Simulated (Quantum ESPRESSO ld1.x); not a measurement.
Input (ld1.x (Quantum ESPRESSO 7.5)):

```
 &input
    atom='Ho',
    iswitch=1,
    rel=1,
    lsd=1,
    dft='PW',
    config='[Kr] 4d10 4f10 5s1 5p6 6s1',
    verbosity='high',
    prefix='ld1',
    max_out_wfc=37,
    file_charge='ld1.rho',
 /
```

Command: `OMP_NUM_THREADS=1 ld1.x < ld1.in > ld1.out`

Standard output:

```
     Program LD1 v.7.5 starts

     --------------------------- All-electron run ----------------------------

     scalar relativistic calculation

     atomic number is 67.00
     dft =PW   lsd =1 sic =0 latt =0  beta=0.20 tr2=1.0E-14
     Exchange-correlation= PW
                           (   1   4   0   0   0   0   0)
     mesh =2103 r(mesh) = 100.61561 a.u. xmin = -8.00 dx = 0.00800
     1 Ry =  13.60569312 eV, c = 137.03599908

     n l     nl                  e(Ry)          e(Ha)          e(eV)
     1 0     1S 1( 1.00)   -4078.500867366   -2039.250433683 -55490.8312032
     2 0     2S 1( 1.00)    -684.753282547    -342.376641274  -9316.5430273
     2 1     2P 1( 3.00)    -607.202718944    -303.601359472  -8261.4138574
     3 0     3S 1( 1.00)    -155.285096785     -77.642548392  -2112.7613734
     3 1     3P 1( 3.00)    -131.589681855     -65.794840927  -1790.3688295
     4 0     4S 1( 1.00)     -33.136883344     -16.568441672   -450.8502658
     4 1     4P 1( 3.00)     -25.327345570     -12.663672785   -344.5960914
     3 2     3D 1( 5.00)    -101.454496443     -50.727248221  -1380.3587445
     4 2     4D 1( 5.00)     -14.775321330      -7.387660665   -201.0284878
     4 3     4F 1( 7.00)      -3.237059425      -1.618529712    -44.0424372
     5 0     5S 1( 1.00)      -6.455545392      -3.227772696    -87.8321695
     5 1     5P 1( 3.00)      -4.506117570      -2.253058785    -61.3088528
     6 0     6S 1( 1.00)      -1.958569962      -0.979284981    -26.6477019
     1 0     1S 2( 1.00)   -4078.489083865   -2039.244541932 -55490.6708805
     2 0     2S 2( 1.00)    -684.740496328    -342.370248164  -9316.3690619
     2 1     2P 2( 3.00)    -607.191593342    -303.595796671  -8261.2624859
     3 0     3S 2( 1.00)    -155.146076852     -77.573038426  -2110.8699109
     3 1     3P 2( 3.00)    -131.451388961     -65.725694480  -1788.4872588
     4 0     4S 2( 1.00)     -32.854108339     -16.427054169   -447.0029159
     4 1     4P 2( 3.00)     -25.047073009     -12.523536504   -340.7827890
     3 2     3D 2( 5.00)    -101.345242241     -50.672621121  -1378.8722654
     4 2     4D 2( 5.00)     -14.496770966      -7.248385483   -197.2386170
     4 3     4F 2( 3.00)      -2.969515910      -1.484757955    -40.4023222
     5 0     5S 2( 0.00)      -6.255489751      -3.127744876    -85.1102739
     5 1     5P 2( 3.00)      -4.338337366      -2.169168683    -59.0260869
     6 0     6S 2( 0.00)      -1.856816004      -0.928408002    -25.2632687

     final scf error:  1.0E-14 reached in  34 iterations

     Etot =  -25209.276139 Ry,  -12604.638070 Ha, -342989.675003 eV
     Total magnetization:    6.00 Bohr mag.

     Ekin =   27260.241295 Ry,   13630.120647 Ha,  370894.477517 eV
     Encl =  -61614.511389 Ry,  -30807.255694 Ha, -838308.133876 eV
     Eh   =    9666.770252 Ry,    4833.385126 Ha,  131523.109537 eV
     Exc  =    -521.776297 Ry,    -260.888149 Ha,   -7099.128181 eV

     normalization and overlap integrals

     s(1S/1S) =  1.000000  <r> =   0.0208  <r2> =    0.0006  r(max) =   0.0131
     s(1S/2S) = -0.025428
     s(1S/3S) = -0.011057
     s(1S/4S) = -0.005355
     s(1S/5S) = -0.002241
     s(1S/6S) = -0.000955
     s(2S/2S) =  1.000000  <r> =   0.0881  <r2> =    0.0092  r(max) =   0.0745
     s(2S/3S) = -0.006978
     s(2S/4S) = -0.003231
     s(2S/5S) = -0.001340
     s(2S/6S) = -0.000570
     s(2P/2P) =  1.000000  <r> =   0.0781  <r2> =    0.0074  r(max) =   0.0605
     s(2P/3P) = -0.005595
     s(2P/4P) = -0.002447
     s(2P/5P) = -0.000925
     s(3S/3S) =  1.000000  <r> =   0.2301  <r2> =    0.0605  r(max) =   0.2108
     s(3S/4S) = -0.002295
     s(3S/5S) = -0.000923
     s(3S/6S) = -0.000391
     s(3P/3P) =  1.000000  <r> =   0.2291  <r2> =    0.0608  r(max) =   0.2075
     s(3P/4P) = -0.001952
     s(3P/5P) = -0.000716
     s(4S/4S) =  1.000000  <r> =   0.5187  <r2> =    0.3039  r(max) =   0.4845
     s(4S/5S) = -0.000630
     s(4S/6S) = -0.000262
     s(4P/4P) =  1.000000  <r> =   0.5498  <r2> =    0.3440  r(max) =   0.5042
     s(4P/5P) = -0.000493
     s(3D/3D) =  1.000000  <r> =   0.2080  <r2> =    0.0508  r(max) =   0.1699
     s(3D/4D) = -0.001406
     s(4D/4D) =  1.000000  <r> =   0.5948  <r2> =    0.4105  r(max) =   0.5206
     s(4F/4F) =  1.000000  <r> =   0.7651  <r2> =    0.7476  r(max) =   0.5165
     s(5S/5S) =  1.000000  <r> =   1.2312  <r2> =    1.7006  r(max) =   1.1133
     s(5S/6S) = -0.000141
     s(5P/5P) =  1.000000  <r> =   1.4184  <r2> =    2.2709  r(max) =   1.2552
     s(6S/6S) =  1.000000  <r> =   2.8665  <r2> =    9.1318  r(max) =   2.6626
     s(1S/1S) =  1.000000  <r> =   0.0208  <r2> =    0.0006  r(max) =   0.0131
     s(1S/2S) = -0.025428
     s(1S/3S) = -0.011063
     s(1S/4S) = -0.005353
     s(1S/5S) = -0.002216
     s(1S/6S) = -0.000948
     s(2S/2S) =  1.000000  <r> =   0.0881  <r2> =    0.0092  r(max) =   0.0745
     s(2S/3S) = -0.006982
     s(2S/4S) = -0.003229
     s(2S/5S) = -0.001325
     s(2S/6S) = -0.000566
     s(2P/2P) =  1.000000  <r> =   0.0781  <r2> =    0.0074  r(max) =   0.0605
     s(2P/3P) = -0.005598
     s(2P/4P) = -0.002445
     s(2P/5P) = -0.000909
     s(3S/3S) =  1.000000  <r> =   0.2300  <r2> =    0.0605  r(max) =   0.2108
     s(3S/4S) = -0.002296
     s(3S/5S) = -0.000913
     s(3S/6S) = -0.000388
     s(3P/3P) =  1.000000  <r> =   0.2290  <r2> =    0.0608  r(max) =   0.2075
     s(3P/4P) = -0.001952
     s(3P/5P) = -0.000704
     s(4S/4S) =  1.000000  <r> =   0.5188  <r2> =    0.3039  r(max) =   0.4845
     s(4S/5S) = -0.000623
     s(4S/6S) = -0.000261
     s(4P/4P) =  1.000000  <r> =   0.5498  <r2> =    0.3440  r(max) =   0.5042
     s(4P/5P) = -0.000485
     s(3D/3D) =  1.000000  <r> =   0.2079  <r2> =    0.0507  r(max) =   0.1699
     s(3D/4D) = -0.001405
     s(4D/4D) =  1.000000  <r> =   0.5950  <r2> =    0.4109  r(max) =   0.5206
     s(4F/4F) =  1.000000  <r> =   0.7763  <r2> =    0.7757  r(max) =   0.5206
     s(5S/5S) =  1.000000  <r> =   1.2408  <r2> =    1.7277  r(max) =   1.1222
     s(5S/6S) = -0.000139
     s(5P/5P) =  1.000000  <r> =   1.4330  <r2> =    2.3179  r(max) =   1.2653
     s(6S/6S) =  1.000000  <r> =   2.9037  <r2> =    9.3935  r(max) =   2.6840

     ------------------------ End of All-electron run ------------------------
```

Run on one thread of a shared host, so times are rough (Intel(R) Xeon(R) Processor @ 2.60GHz): 0.91 s of CPU time, 0.94 s wall, 34 iterations on 2103 mesh points.
